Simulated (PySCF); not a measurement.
4-fluoro-1,3-dioxole (C₃H₃FO₂), SMILES FC1=COCO1.

Geometry: B3LYP-D3(BJ)/def2-SVP. A frequency run showed that this geometry is not a minimum. One conformer was computed; it need not be the lowest.

Level of theory: PySCF with M06-2X/def2-TZVP.

| Quantity | Result |
|---|---|
| total energy | -366.36188 hartree |
| point group | Cs |
| highest occupied level | -7.24 eV |
| lowest empty level | 2.07 eV |
| orbital gap | 9.30 eV |
| dipole moment | 1.02 D |
| quadrupole, principal values (traceless, Buckingham form, about the centre of nuclear charge) | -6.31, -0.44, 6.75 D·Å |
| mean static polarisability | 39.5 bohr³ (5.85 Å³) |
| polarisability, principal values | 30.5, 43.3, 44.6 bohr³ |
